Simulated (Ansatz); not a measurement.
CH7NSSi2 (`C1N[SiH2]S[SiH2]1`), relaxed with RKS PBE0-D4/def2-TZVP in the Gaussian-basis code of Ansatz from a PBE-D4/def2-SVP geometry. The force threshold is 0.005 eV/Å; the program also tests the step.

The species carries charge 0 and has multiplicity 1.

Start:

```xyz
12

C    -0.631   -0.967   -0.318
N    -1.126    0.417   -0.371
Si   -0.359    1.524    0.757
S     1.703    0.811    0.966
Si    1.297   -0.949   -0.236
H    -1.004   -1.554   -1.183
H    -1.020   -1.478    0.591
H    -1.189    0.773   -1.330
H    -0.453    2.917    0.202
H    -1.002    1.474    2.113
H     1.890   -0.807   -1.615
H     1.894   -2.162    0.422
```

**Question.** How much energy does the relaxation release, and in how many steps? (Estimate.)

**Answer.** Computed: 2.23 kcal/mol, in 28 steps, 4 of them rejected.

**Question.** Which bonds change most? (An estimate is asked.)

**Answer.** Computed: Si3–S4 from 2.192 to 2.140 Å; C1–Si5 from 1.930 to 1.888 Å; N2–Si3 from 1.757 to 1.718 Å; S4–Si5 from 2.170 to 2.139 Å.

**Question.** Give the relaxed structure. (Best estimate.)

**Answer.** Ansatz gave: 
```xyz
12

C    -0.566   -0.973   -0.412
N    -0.989    0.417   -0.396
Si   -0.285    1.546    0.691
S     1.654    0.733    1.091
Si    1.309   -0.945   -0.190
H    -0.793   -1.431   -1.381
H    -1.043   -1.592    0.361
H    -1.905    0.590   -0.780
H    -0.225    2.890    0.059
H    -0.981    1.701    2.000
H     1.989   -0.763   -1.499
H     1.835   -2.174    0.458
```
